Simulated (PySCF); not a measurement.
Input file for PySCF: R-HF/3-21G on CsNa, 2S+1 = 1, a spin state set in the input, which need not be the lowest, a point of a bond scan (R = 4.139 Å).

```python
from pyscf import gto, scf, dft, mp
from pyscf.data.elements import chemcore

mol = gto.M(
    atom='''
    Na    0.00000000    0.00000000    0.00000000
    Cs    0.00000000    0.00000000    4.13944000
    ''',
    basis='3-21g',
    charge=0, spin=0, verbose=3, max_memory=1800)
mf = scf.RHF(mol)
mf.conv_tol = 1e-8
mf.max_cycle = 100
mf.kernel()
if not mf.converged:
    mf = mf.newton().run(mf.mo_coeff, mf.mo_occ)
```

It printed:

```
converged SCF energy = -7690.93097791613
```

The calculation finished and met its thresholds.

Cost: roughly 0.3 core-seconds.
